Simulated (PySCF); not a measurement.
`C#C[C@H]1C[C@H](N[SiH3])C1`, C₆H₁₁NSi

Geometry:
| atom | x (Å) | y (Å) | z (Å) |
| --- | --- | --- | --- |
| C1 | -3.747 | 0.461 | 0.430 |
| C2 | -2.572 | 0.566 | 0.229 |
| C3 | -1.151 | 0.655 | -0.004 |
| C4 | -0.273 | 0.002 | 1.086 |
| C5 | 0.286 | -0.991 | 0.053 |
| N6 | 1.706 | -0.950 | -0.155 |
| Si7 | 2.702 | 0.455 | -0.154 |
| C8 | -0.595 | -0.343 | -1.043 |
| H9 | -4.779 | 0.385 | 0.602 |
| H10 | -0.886 | 1.694 | -0.214 |
| H11 | -0.839 | -0.464 | 1.890 |
| H12 | 0.476 | 0.663 | 1.512 |
| H13 | -0.004 | -2.026 | 0.266 |
| H14 | 2.008 | -1.712 | -0.741 |
| H15 | 3.945 | 0.011 | -0.779 |
| H16 | 2.930 | 0.887 | 1.230 |
| H17 | 2.145 | 1.594 | -0.900 |
| H18 | -0.017 | 0.123 | -1.839 |
| H19 | -1.344 | -1.002 | -1.477 |

Level of theory: GIAO HF/pcSseg-1 magnetisability, rotational g tensor and spin-rotation constants, non-relativistic, gas phase (PySCF 2.14.0). Geometry: GFN2-xTB.

(1) Give the nuclear spin-rotation constants along the inertial axes (H = +C I·J) beside the isotropic shieldings.

(2) How do the rotational constants and the g tensor change when H9, H10, H11, H12, H13, H14, H15, H16, H17, H18, H19 are replaced by deuterium?

## Answers

(1) Rotational constants 5.1083, 0.8145, 0.7916 GHz. A star marks the isotopologue with that one atom substituted, in its own axes.
```
atom  isotope  Caa (kHz)  Cbb (kHz)  Ccc (kHz)  mean (kHz)  σ (ppm)
  N6      14N      0.141      0.031      0.029       0.068    247.7
  H9       1H      0.085     -0.093     -0.089      -0.032     29.9
 H10       1H     -0.550     -0.004     -0.054      -0.203     29.5
 H11       1H     -0.341     -0.094      0.001      -0.145     29.6
 H12       1H     -0.271     -0.014     -0.090      -0.125     29.7
 H13       1H     -0.574      0.009     -0.046      -0.204     28.6
 H14       1H     -0.564     -0.008     -0.098      -0.223     31.8
 H15       1H      0.103     -0.063     -0.072      -0.011     28.1
 H16       1H     -0.437     -0.032     -0.012      -0.160     27.8
 H17       1H     -0.330     -0.052     -0.010      -0.131     27.8
 H18       1H     -0.340     -0.099      0.001      -0.146     30.0
 H19       1H     -0.297     -0.007     -0.091      -0.132     29.7
  C1     13C*      0.392      0.241      0.234       0.289    113.2
  C2     13C*     -0.114      0.307      0.293       0.162    101.9
  C3     13C*      0.702      0.100      0.089       0.297    179.7
  C4     13C*      0.658      0.136      0.126       0.307    162.0
  C5     13C*      0.824      0.151      0.121       0.365    151.6
 Si7    29Si*     -2.592     -0.407     -0.403      -1.134    452.4
```
For the geometry as given, no vibrational averaging.

(2) Constants 3.9034, 0.7287, 0.7075 GHz; g -0.0291, -0.0077, -0.0063, against -0.0379, -0.0087, -0.0070 before.
